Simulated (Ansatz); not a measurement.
Breaking a bond in NBrO (nitrosyl bromide)

NBrO has 3 atoms, charge 0, and is taken as a singlet. As SMILES, `O=NBr`. Geometry: relaxed at PBE0-D4/def2-TZVP.

```xyz
3

O     0.9418   -0.6468    0.4485
N    -0.0449   -0.6365   -0.0929
Br   -0.8968    1.2833   -0.3556
```

The N2–Br3 distance is scanned; the parts on either side stay rigid. Basis STO-3G, 11 core orbitals frozen in the correlated methods; program Ansatz 0.2.0. FCI is exact within this basis and core. Energies in eV from each method's value at 2.117 Å; methods without a U are spin-restricted. The shape above is that at 2.117 Å.

```
distance (Å)  BLYP  PBE0  B3LYP  BHLYP  CAM-B3LYP  wB97X  wB97M-V   FCI
       2.117  0.00  0.00   0.00   0.00       0.00   0.00     0.00  0.00
       2.646  0.79  1.24   1.09   1.43       1.34   1.41     1.42  0.53
       3.175  1.78  2.47   2.28   2.82       2.71   2.86     2.88  0.90
       4.233  2.45  3.36   3.14   3.90       3.83   4.13     4.16  0.99
       5.292  2.52  3.52   3.28   4.15       4.12   4.53     4.57  0.99
```

Departure from the FCI curve at its largest: BLYP +1.52 eV at 5.29 Å; PBE0 +2.53 eV at 5.29 Å; B3LYP +2.29 eV at 5.29 Å; BHLYP +3.16 eV at 5.29 Å; CAM-B3LYP +3.13 eV at 5.29 Å; wB97X +3.54 eV at 5.29 Å; wB97M-V +3.57 eV at 5.29 Å. Restricted functionals keep the electrons paired too, and rise too high.
